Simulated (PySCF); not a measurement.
C3H8BNO, SMILES CNB1COC1.

Coordinates come from a PBE0-D3(BJ)/def2-SVP optimisation. The structure was generated by enumeration, and PubChem lists no compound with its InChIKey, so it may never have been made. Other conformers were not sampled.

The numbers are results of r2SCAN/def2-TZVP run with PySCF, not measurements.

Symmetry labels are those of the subgroup Cs that the program uses (full group Cs).

Task: List the valence orbital energies around the gap with their symmetry. (Estimate from the structure and the level; the computed values follow.)

Result: 
```
orbital  symmetry  energy (eV)
-------  --------  -----------
HOMO−7         A"       -11.12
HOMO−6         A'       -10.55
HOMO−5         A'        -9.79
HOMO−4         A"        -9.54
HOMO−3         A"        -6.91
HOMO−2         A'        -6.88
HOMO−1         A'        -6.85
HOMO           A"        -5.55
LUMO           A"        -0.03
LUMO+1         A'         0.69
LUMO+2         A'         1.43
LUMO+3         A'         1.52
```
